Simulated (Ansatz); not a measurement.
Consider the ligand exchange at the Si–N bond: `C=N[Si](O)(F)Cl` + silanol → `O[Si](F)(Cl)O[SiH3]` + `C=N`.

Calculated with Ansatz (gas phase, PBE0-D4/def2-TZVP geometries, no zero-point term in ΔE). CCSD(T)/CBS adds triple-zeta CCSD(T) − MP2 to the extrapolated MP2 energy (def2 sets, frozen cores). This one scheme is used for every species. Functionals use def2-TZVPP. B3LYP here is the variant with VWN-RPA as its local correlation; programs differ in this. Each species was taken in one conformer, which may not be the lowest.

`C=N[Si](O)(F)Cl`:

```xyz
9

C    -1.563    0.161    0.847
N    -0.859   -0.102   -0.162
Si    0.828    0.137   -0.331
O     1.561   -1.236   -0.764
F     1.535    0.589    1.012
Cl    1.096    1.616   -1.698
H    -2.637   -0.051    0.838
H    -1.171    0.603    1.774
H     1.211   -1.716   -1.516
```

`O[SiH3]`:

Cartesian coordinates in Å:
```
O 0.550 0.791 0.845
Si -0.020 -0.205 -0.338
H 0.001 0.928 1.618
H -0.251 -1.585 0.170
H 1.023 -0.224 -1.389
H -1.302 0.294 -0.906
```

`O[Si](F)(Cl)O[SiH3]`:

Z-matrix (Å, degrees):
```
Si
F 1 1.582
Cl 1 2.021 2 107.7
O 1 1.614 2 110.5 3 -117.0
O 1 1.605 2 107.8 3 120.5
H 4 0.959 1 118.6 2 -72.8
Si 5 1.646 1 147.8 2 -86.4
H 7 1.483 5 109.6 1 72.3
H 7 1.482 5 107.3 1 -168.2
H 7 1.483 5 109.6 1 -48.4
```

`C=N`:

```xyz
5

C    -0.213   -0.067   -0.320
N     0.788    0.412    0.278
H    -1.021   -0.630    0.163
H    -0.302    0.077   -1.398
H     0.749    0.208    1.277
```

Problem. Is it downhill or uphill in electronic energy at CCSD(T)/CBS, and by how much? (An estimate is asked.)

Solution. The calculation gave: Downhill: ΔE = -19.4 kcal/mol.

Problem. What do these levels give: B3LYP-D4, ωB97M-V, r2SCAN, MP2/def2-QZVPP, MP2/CBS(def2), CCSD/CBS(def2)? (An estimate is asked.)

Solution. Ansatz gave: B3LYP-D4 -18.9, ωB97M-V -18.7, r2SCAN -18.2, MP2/def2-QZVPP -18.8, MP2/CBS(def2) -18.6, CCSD/CBS(def2) -19.9 kcal/mol.

Largest T1 diagnostic among the species: 0.012.

In def2-TZVPP, CCSD(T) changes the Hartree–Fock value by +1.8 kcal/mol (the triples alone add +0.5 kcal/mol) and MP2 by +2.7 kcal/mol. From PBE to PBE0 (25 % exact exchange), in def2-TZVPP and without D4, ΔE moves by −1.3 kcal/mol.
